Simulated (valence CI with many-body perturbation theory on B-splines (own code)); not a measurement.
**E1 line list for Kr⁴⁺**

Calculated by configuration interaction combined with many-body perturbation theory (CI+MBPT): four valence electrons over a frozen Dirac-Fock core [Ar] 3d10, radial functions for each j: 11 s, 11 p, 10 d, 8 f, 5 g, 2 h, with the one-electron correlation potential Σ1 (screened to all orders), the two-electron term Σ2, the three-electron term Σ3, Breit, model QED; selected single and double excitations, second order for the rest, scaled by the run's own slope (own B-spline code, finite nucleus).

Set against measurement, 34 paired levels are off by 137 cm⁻¹ on average, the worst by 790. These come from a selection out of Saloman, J. Phys. Chem. Ref. Data 36, 215 (2007). Levels without a partner in it may be off by more. Among the levels kept, up to 1200 cm⁻¹ of a level comes from second order outside the variational space, and about a tenth of that is noise between levels of different J, which matters for small intervals. 7 measured levels below the end of the list, from 289998 cm⁻¹ on, found no clear computed partner, and computed levels of the same name lie up to 46756 cm⁻¹ from them.

Lines 301 to 350 of 551 in falling wavelength, among levels below 409020 cm⁻¹, chosen from the strongest by gf and those to the six lowest levels. Wavelengths and rates use the calculated energies, so an error of 100 cm⁻¹ moves a line at 578.2 Å by 0.058 % and its rate by three times that or more. Electric multipoles are in the length gauge, E1 and E2 with the static RPA response of the core. Weak lines are less certain than strong ones. Lines between different terms over intervals too small for the method are left out, as are lines whose strength nearly cancels. Where a level lies close to another of its J and parity, the split of strength between their lines is uncertain. The highest levels of a list are the least certain.

Names give the largest LS component (configuration and term), which can be under half, so a name can repeat, a term be missing and a line seem to break the LS rules; names also repeat where a configuration has a term twice. Letters in brackets count levels of one name in rising energy.

| λ vac (Å) | λ from measured levels | Upper | Lower | A (s⁻¹) | log gf | Branch % |
| --- | --- | --- | --- | --- | --- | --- |
| 585.1 |  | 4s 4p2 4d 3D_3 [d] | 4s2 4p 4d 3F°_4 | 5.07e+09 | 0.26 | 29.9 |
| 584.7 |  | 4s 4p2 5s 3S_1 | 4s2 4p 4d 1P°_1 | 1.86e+09 | -0.54 | 12.1 |
| 582.8 |  | 4s 4p2 4d 1D_2 [b] | 4s2 4p 4d 3P°_2 | 2.59e+09 | -0.18 | 10.0 |
| 582.8 |  | 4s 4p2 4d 3D_2 [c] | 4s2 4p 4d 3F°_3 | 6.43e+09 | 0.21 | 41.9 |
| 582.7 |  | 4s2 4p 5f 3G_3 | 4s2 4p 4d 1F°_3 | 1.08e+09 | -0.41 | 9.2 |
| 578.2 | 577.3 | 4s2 4p 4d 3F°_3 | 4s2 4p2 1D_2 | 3.33e+07 | -1.93 | 11.2 |
| 577.7 |  | 4s2 4p 5f 1D_2 | 4s2 4p 4d 1F°_3 | 3.58e+09 | -0.05 | 16.1 |
| 577.2 |  | 4s2 4p 5f 3F_4 | 4s2 4p 4d 1F°_3 | 1.72e+09 | -0.11 | 20.6 |
| 576.1 |  | 4s 4p2 4d 3D_1 [c] | 4s2 4p 4d 3F°_2 | 8.46e+09 | 0.10 | 52.2 |
| 574.8 |  | 4s 4p2 4d 3P_2 [c] | 4s2 4p 4d 3D°_3 | 8.96e+09 | 0.35 | 18.3 |
| 573.9 |  | 4s 4p2 4d 3D_2 [c] | 4s2 4p 4d 3F°_2 | 1.77e+09 | -0.36 | 11.5 |
| 573.4 | 573.7 | 4s 4p3 1P°_1 | 4s2 4p2 1D_2 | 1.00e+10 | 0.17 | 70.5 |
| 571.8 |  | 4s 4p2 4d 3P_2 [a] | 4s 4p3 3P°_2 | 1.50e+09 | -0.43 | 8.1 |
| 571.3 |  | 4s 4p2 4d 3D_3 [d] | 4s2 4p 4d 3F°_3 | 2.84e+09 | -0.01 | 16.8 |
| 568.7 |  | 4s 4p2 4d 3P_1 [c] | 4s2 4p 4d 3D°_2 | 9.33e+09 | 0.13 | 18.8 |
| 566.8 |  | 4s 4p2 4d 3P_2 [c] | 4s2 4p 4d 1D°_2 | 2.36e+09 | -0.25 | 4.8 |
| 566.6 |  | 4s 4p2 4d 3F_3 [c] | 4s2 4p 4d 3F°_4 | 4.33e+09 | 0.16 | 17.4 |
| 562.8 | 563.5 | 4s 4p3 3S°_1 | 4s2 4p2 3P_2 | 1.21e+10 | 0.24 | 56.9 |
| 562.8 |  | 4s 4p2 4d 3P_0 [c] | 4s2 4p 4d 3D°_1 | 1.43e+10 | -0.17 | 28.2 |
| 559.6 |  | 4s 4p2 4d 3P_1 [a] | 4s 4p3 3P°_2 | 2.82e+09 | -0.40 | 14.8 |
| 559.3 |  | 4s 4p2 4d 3F_4 [c] | 4s2 4p 4d 3F°_4 | 1.29e+10 | 0.74 | 50.5 |
| 558.1 |  | 4s2 4p 5f 1F_3 | 4s2 4p 4d 1D°_2 | 7.49e+09 | 0.39 | 30.1 |
| 557.7 |  | 4s 4p2 4d 3F_2 [c] | 4s2 4p 4d 3F°_3 | 2.90e+09 | -0.17 | 10.5 |
| 553.6 |  | 4s 4p2 4d 3F_3 [c] | 4s2 4p 4d 3F°_3 | 7.07e+09 | 0.36 | 28.4 |
| 550.9 | 551.5 | 4s 4p3 3S°_1 | 4s2 4p2 3P_1 | 6.28e+09 | -0.07 | 29.5 |
| 550.4 |  | 4s 4p2 4d 3P_0 [a] | 4s 4p3 3P°_1 | 5.66e+09 | -0.59 | 29.8 |
| 550.2 |  | 4s 4p2 4d 3P_1 [c] | 4s2 4p 4d 3P°_1 | 3.72e+09 | -0.30 | 7.5 |
| 549.7 |  | 4s2 4p 4f 1D_2 | 4s 4p3 1D°_2 | 2.98e+09 | -0.17 | 42.4 |
| 549.5 |  | 4s 4p2 4d 3F_2 [c] | 4s2 4p 4d 3F°_2 | 8.31e+09 | 0.27 | 30.1 |
| 549.3 |  | 4s 4p2 4d 3P_2 [c] | 4s2 4p 4d 3P°_2 | 2.40e+09 | -0.27 | 4.9 |
| 548.1 | 547.4 | 4s2 4p 4d 3F°_2 | 4s2 4p2 3P_2 | 8.10e+07 | -1.74 | 26.9 |
| 547.9 |  | 4s 4p2 4d 3F_3 [b] | 4s 4p3 1D°_2 | 3.52e+09 | 0.04 | 14.9 |
| 546.7 |  | 4s 4p2 4d 3F_4 [c] | 4s2 4p 4d 3F°_3 | 6.88e+08 | -0.56 | 2.7 |
| 541.7 |  | 4s 4p2 4d 1F_3 | 4s 4p3 1D°_2 | 5.77e+09 | 0.25 | 27.4 |
| 541.1 |  | 4s2 4p 5f 1F_3 | 4s2 4p 4d 3P°_2 | 8.45e+08 | -0.59 | 3.4 |
| 540.2 | 539.5 | 4s2 4p 4d 3F°_3 | 4s2 4p2 3P_2 | 2.63e+08 | -1.09 | 88.8 |
| 539.7 | 540.4 | 4s 4p3 3S°_1 | 4s2 4p2 3P_0 | 2.52e+09 | -0.48 | 11.8 |
| 536.8 | 536.1 | 4s2 4p 4d 3F°_2 | 4s2 4p2 3P_1 | 8.35e+07 | -1.74 | 27.7 |
| 536.0 | 536.3 | 4s 4p3 1P°_1 | 4s2 4p2 3P_2 | 5.18e+08 | -1.17 | 3.7 |
| 534.1 |  | 4s2 4p 4f 3G_3 | 4s 4p3 1D°_2 | 8.88e+08 | -0.58 | 4.6 |
| 533.6 |  | 4s 4p2 4d 3D_3 [a] | 4s 4p3 3P°_2 | 1.56e+09 | -0.33 | 9.1 |
| 533.6 |  | 4s 4p2 4d 3D_2 [a] | 4s 4p3 3P°_2 | 1.24e+09 | -0.58 | 7.2 |
| 531.4 |  | 4s2 4p 5f 3F_4 | 4s2 4p 4d 3D°_3 | 8.52e+08 | -0.49 | 10.2 |
| 529.8 |  | 4s 4p2 4d 1D_2 [b] | 4s 4p3 1P°_1 | 3.57e+09 | -0.12 | 13.8 |
| 529.1 |  | 4s2 4p 5f 3G_3 | 4s2 4p 4d 1D°_2 | 1.56e+09 | -0.34 | 13.3 |
| 528.1 |  | 4s 4p2 4d 3D_3 [e] | 4s2 4p 4d 3F°_3 | 2.03e+09 | -0.23 | 7.7 |
| 527.9 |  | 4s 4p2 4d 1S_0 | 4s 4p3 1P°_1 | 1.55e+10 | -0.19 | 47.5 |
| 527.1 |  | 4s 4p2 4d 3D_3 [c] | 4s 4p3 1D°_2 | 6.41e+09 | 0.27 | 31.5 |
| 526.2 |  | 4s 4p2 4d 3D_2 [d] | 4s 4p3 1P°_1 | 1.75e+09 | -0.44 | 7.3 |
| 525.2 | 525.5 | 4s 4p3 1P°_1 | 4s2 4p2 3P_1 | 2.15e+09 | -0.57 | 15.2 |

Task: How does gf follow from A for the line at 566.8 Å?

Result: gf = 1.4992 × (2J+1)_upper × A / σ², with σ = 176439 cm⁻¹ and 2J+1 = 5: gf = 0.569.
